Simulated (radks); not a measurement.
Q: Ru I, configuration [Kr] 4d6 5s1 5p1 (not the ground configuration). Calculated with a radial shooting solver on a logarithmic mesh with Libxc functionals: Dirac Kohn-Sham, PBEsol, spin-unpolarised, spherical densities, point nucleus; open shells are shared between the two j in proportion to 2j + 1.

Spin-orbit splittings of the eigenvalues, e(l+1/2) - e(l-1/2), with zeta = 2 splitting/(2l+1) and mean radii in bohr:

shell  occ.  splitting (eV)  zeta (eV)  <r> j=l-1/2  <r> j=l+1/2
2p        6           130.8      87.20       0.1237       0.1284
3p        6           22.20      14.80       0.3959       0.4065
3d       10           4.327      1.731       0.3822       0.3857
4p        6           3.438      2.292        1.101        1.131
4d        6               ?          ?        1.577        1.598
5p        1          0.1711     0.1140        4.273        4.428

Estimate the 4d splitting.

A: 0.3572 eV (zeta = 0.1429 eV).
